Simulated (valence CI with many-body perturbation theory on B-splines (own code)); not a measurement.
**Ru11+ in brief**

Computed by valence CI with perturbative core correlation (CI+MBPT): five valence electrons over a frozen Dirac-Fock core [Ar] 3d10, a basis of 11 s, 11 p, 10 d, 8 f, 5 g, 2 h functions for each j, with the one-electron correlation potential Σ1, the two-electron term Σ2, the three-electron term Σ3, Breit, model QED; selected CI, second order for the rest, scaled by the run's own slope (own B-spline code, finite nucleus).

No measured spectrum was set against this ion. As an estimate, levels hold to about 250 cm⁻¹ or 0.2 % of their energy and the worst to 1 %, as in measured heavy ions of charge 2 to 7; those with d or f electrons hold less well. Among the levels kept, up to 2600 cm⁻¹ of a level comes from second order outside the variational space, and about a tenth of that is noise between levels of different J, which matters for small intervals.

Names give the largest LS component (configuration and term), which can be under half, so a name can repeat, a term be missing and a line seem to break the LS rules; names also repeat where a configuration has a term twice.

Rates and lifetimes use the calculated energies. Strong lines usually hold to 10 to 20 %, long lifetimes can be off by a factor of two.

What is the ground level?

4s2 4p3 4S°_3/2, composition 74 % 4s2 4p3 4S° + 17 % 4s2 4p3 2P° + 6 % 4s2 4p3 2D°, g = 1.804.

Where does the other parity begin?

At 4s 4p4 4P_5/2, 263600 cm⁻¹.

What is the ionisation energy?

245.8 eV; NIST lists 245 ± 2.5 eV (theoretical).

Name the longest-lived excited levels whose lifetime is computed, and their main decay.

4s2 4p3 2D°_5/2 at 44083 cm⁻¹ lives 13.3 ms, mostly by M1 to 4s2 4p3 4S°_3/2; 4s2 4p3 2D°_3/2 at 32348 cm⁻¹ lives 2.28 ms, mostly by M1 to 4s2 4p3 4S°_3/2; 4s2 4p3 2P°_1/2 at 66243 cm⁻¹ lives 975 μs, mostly by M1 to 4s2 4p3 4S°_3/2. The lifetime of 4s2 4p2 4d 4F_9/2 is too uncertain to give, and may be longer.

Among levels below 956930 cm⁻¹, which E1 lines absorb most strongly from the ground level?

to 4s2 4p2 4d 4P_5/2 at 20.48 nm, f = 1.20; to 4s2 4p2 4d 4P_3/2 at 20.30 nm, f = 0.708; to 4s2 4p2 4d 4P_1/2 at 19.91 nm, f = 0.239.

How well does LS coupling describe the low levels?

Among the lowest 20 levels the leading LS term, summed over configurations, holds 80 % on average. For single configurations the figures are 73 % in LS and 68 % in jj coupling. Terms mix most in the J = 7/2 level at 441030 cm⁻¹, where the leading one holds 51 %.
